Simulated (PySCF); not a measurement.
C5H7F3O.
Atom-mapped SMILES: `[CH2:1]=[CH:2][C@:3]([CH3:4])([F:5])[O:6][CH:7]([F:8])[F:9]` (hydrogens: H10, H11 on C1; H12 on C2; H13, H14, H15 on C4; H16 on C7)

Torsions of this conformer, `[CH2:1]=[CH:2][C@:3]([CH3:4])([F:5])[O:6][CH:7]([F:8])[F:9]`: C1–C2–C3–C4 -100°, C2–C3–O6–C7 65°, C3–O6–C7–F8 -123°.

The closed-shell ground state was solved at several levels (PySCF, density fitting, gas phase, non-relativistic). One conformer (not necessarily the lowest) at the PBE0-D3(BJ)/def2-SVP geometry, without solvent, vibrations or thermal averaging.

```tsv
level	basis functions	total energy (Eh)	HOMO (eV)	LUMO (eV)	gap (eV)	dipole (D)
B3LYP/def2-SVPD	248	-569.0923	-8.21	-0.93	7.28	3.13
wB97X-D/pcSseg-1	188	-569.2592	-10.29	1.26	11.55	3.05
B3LYP/pcJ-1	313	-569.4955	-8.14	-0.79	7.35	2.99
```

Question: Estimate the row for PBE0/pcSseg-1, a basis of 188 functions; the other rows only guide the guess.

Answer: Total energy -568.8373 Eh, HOMO -8.40 eV, LUMO -0.57 eV, gap 7.83 eV, dipole 3.00 D.

Question: Over all these levels, which gives the widest orbital gap and which the narrowest?

Answer: wB97X-D/pcSseg-1 (range-separated hybrid) has the widest, 11.55 eV, and B3LYP/def2-SVPD (global hybrid, 20 % exact exchange) the narrowest, 7.28 eV. Functional and basis both differ between the two, so the spread mixes both effects.

Question: How far do the dipole and the HOMO energy spread over the levels?

Answer: The dipole runs from 2.99 to 3.13 D (mean 3.04 D) and the HOMO from -10.29 to -8.14 eV.

The pairwise dispersion term of wB97X-D wasn't added to the energies; at a given geometry it leaves orbitals and properties as they are.
